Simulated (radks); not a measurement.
The nuclear charge of neutral boron is varied continuously with 5 electrons held in [He] 2s2 2p1. Calculated with a radial shooting solver on a logarithmic mesh with Libxc functionals: non-relativistic Kohn-Sham, PBE, spin-polarised, spherical densities, point nucleus; open shells are filled with parallel spins first. By the Hellmann-Feynman theorem dE/dZ = E(electron-nucleus)/Z, the electronic potential at the nucleus.

Z	E (hartree)	E(electron-nucleus)/Z (hartree)	HOMO	e(HOMO) (eV)	<r> HOMO (bohr)
4.8	-22.38547	-10.8220	2p	-2.176	2.550
4.9	-23.48156	-11.0996	2p	-3.058	2.390
5	-24.60538	-11.3769	2p	-4.021	2.255
5.1	-25.75692	-11.6538	2p	-5.061	2.137
5.2	-26.93614	-11.9305	2p	-6.177	2.033
5.3	-28.14302	-12.2071	2p	-7.367	1.940
5.4	-29.37755	-12.4835	2p	-8.631	1.857
5.5	-30.63971	-12.7597	2p	-9.968	1.781
5.6	-31.92949	-13.0359	2p	-11.378	1.712
5.7	-33.24688	-13.3119	2p	-12.859	1.649
5.8	-34.59187	-13.5879	2p	-14.411	1.591
5.9	-35.96446	-13.8638	2p	-16.035	1.537
6	-37.36462	-14.1396	2p	-17.730	1.487

The central difference of E at Z = 5 is -11.377 hartree, to compare with the third column; the second derivative is -2.77 hartree.
